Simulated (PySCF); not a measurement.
Tm+: ionisation energy

Tm+ [Xe] 4f13 6s1 (3F) → Tm(2+) [Xe] 4f13 (2F), as a difference of total energies. All numbers are calculated (PySCF 2.14, the spin-free X2C one-electron Hamiltonian (Gaussian nucleus), in cc-pwCVTZ-X2C with one added diffuse shell of g type (12s11p9d7f5g1h, 195 functions)). Correlated levels: valence: [Kr] 4d10 frozen; valence and next inner shell: [Ar] 3d10 frozen. The calculations carry no spin-orbit coupling.

```
                                method  ionisation energy (eV)
                                   UHF                  11.162
                                   LDA                  12.501
                                   PBE                  12.288
                                r2SCAN                  12.012
                         MP2 (valence)                  12.103
                     SCS-MP2 (valence)                  11.919
SCS-MP2 (valence and next inner shell)                  11.950
```

**Question.** Estimate what PBE0 gives.

**Answer.** 12.041 eV, closest to r2SCAN among the rows shown.

**Question.** Estimate what MP2 (valence and next inner shell) gives.

**Answer.** 12.140 eV, closest to MP2 (valence) among the rows shown.

For comparison: 12.065 ± 0.02 eV (semi-empirical (NIST evaluation); NIST Atomic Spectra Database, ionization energies).
